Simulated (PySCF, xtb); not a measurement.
NH3 (SMILES N) and H4OSi (SMILES O[SiH3]) are pulled apart as rigid monomers along the line of their centres of mass, from the B3LYP-D3(BJ)/def2-TZVP minimum. Starting geometry (charge 0, multiplicity 1):
```tsv
atom	x (Å)	y (Å)	z (Å)
N	0.4398	-0.2167	0.1069
H	0.4335	0.7346	-0.2437
H	1.2590	-0.6788	-0.2721
H	-0.3781	-0.6878	-0.2633
O	0.6221	-0.3549	2.9247
Si	-0.5475	0.3197	3.8471
H	0.5439	-0.2990	1.9453
H	-0.6869	1.7828	3.6092
H	-0.1773	0.1019	5.2628
H	-1.8853	-0.2869	3.6044
```

Interaction energies with rigid monomers; basis-set methods are counterpoise corrected unless marked otherwise.

Rows in 6-31G* carry no dispersion term and start afresh at each structure (6-31G* with six Cartesian d functions). MP2/6-31G* freezes PySCF's default core.

Run with PySCF for 6-31G* rows; xtb for the GFN methods. Each number belongs to the level named beside it.

```csv
N1···H7 (Å),GFN-FF (kJ/mol),HF/6-31G* (no counterpoise) (kJ/mol),B3LYP/6-31G* (no counterpoise) (kJ/mol),M06-2X/6-31G* (no counterpoise) (kJ/mol),MP2/6-31G* (kJ/mol)
1.67,-19.4,-30.6,-48.2,-50.2,-32.7
1.84,-32.9,-38.9,-51.9,-53.1,-40.4
2.11,___,-38.0,-46.2,-46.9,___
2.56,-22.9,-27.3,-31.3,-31.0,-27.5
3.29,-8.5,-13.9,-15.0,-15.0,-13.1
```

**Question.** Fill in the missing entries.

**Answer.** 
- 2.11, GFN-FF (kJ/mol): -35.6
- 2.11, MP2/6-31G* (kJ/mol): -39.1
